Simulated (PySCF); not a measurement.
## `O=C(O)[C@H]1C[C@@H](Cl)C1`, C5H7ClO2

Cartesian coordinates in Å; atom numbers follow the order of the lines, from 1:
```xyz
15

O     1.846    1.057    0.974
C     1.644    0.019    0.407
O     2.629   -0.774   -0.031
C     0.289   -0.545    0.074
C    -0.875   -0.074    0.964
C    -1.686    0.235   -0.297
Cl   -2.519    1.802   -0.334
C    -0.408    0.133   -1.132
H     3.496   -0.384    0.167
H     0.362   -1.625   -0.039
H    -0.601    0.828    1.509
H    -1.299   -0.805    1.648
H    -2.430   -0.523   -0.539
H    -0.468   -0.449   -2.048
H     0.017    1.112   -1.347
```

Method used: PySCF, GIAO wB97X-D/pcSseg-1 magnetisability, rotational g tensor and spin-rotation constants, non-relativistic, gas phase. Geometry: GFN2-xTB.

(1) Give the nuclear spin-rotation constants along the inertial axes (H = +C I·J) beside the isotropic shieldings.

(2) How do the rotational constants and the g tensor change when H9, H10, H11, H12, H13, H14, H15 are replaced by deuterium?

Results:

(1) Rotational constants 4.3198, 0.8601, 0.8165 GHz. A star marks the isotopologue with that one atom substituted, in its own axes.
| atom | isotope | Caa (kHz) | Cbb (kHz) | Ccc (kHz) | mean (kHz) | σ (ppm) |
| --- | --- | --- | --- | --- | --- | --- |
| Cl7 | 35Cl | 0.697 | 0.210 | 0.232 | 0.379 | 759.0 |
| H9 | 1H | -0.032 | -0.032 | -0.100 | -0.055 | 25.7 |
| H10 | 1H | -0.396 | 0.008 | -0.081 | -0.156 | 29.1 |
| H11 | 1H | -0.452 | 0.040 | -0.094 | -0.168 | 28.8 |
| H12 | 1H | -0.474 | -0.089 | 0.027 | -0.179 | 29.3 |
| H13 | 1H | -0.300 | 0.002 | -0.072 | -0.123 | 27.7 |
| H14 | 1H | -0.483 | 0.010 | -0.061 | -0.178 | 28.9 |
| H15 | 1H | -0.478 | -0.037 | -0.027 | -0.181 | 29.5 |
| O1 | 17O* | -2.130 | -0.491 | -0.093 | -0.905 | -84.5 |
| C2 | 13C* | 2.323 | 0.292 | 0.231 | 0.949 | 6.0 |
| O3 | 17O* | -0.696 | -0.259 | -0.155 | -0.370 | 129.3 |
| C4 | 13C* | 0.776 | 0.127 | 0.129 | 0.344 | 155.4 |
| C5 | 13C* | 0.611 | 0.149 | 0.160 | 0.306 | 150.0 |
| C6 | 13C* | 0.930 | 0.150 | 0.152 | 0.411 | 134.7 |

For the geometry as given, no vibrational averaging.

(2) Constants 3.6464, 0.8169, 0.7797 GHz; g -0.0232, -0.0098, -0.0056, against -0.0269, -0.0104, -0.0058 before.
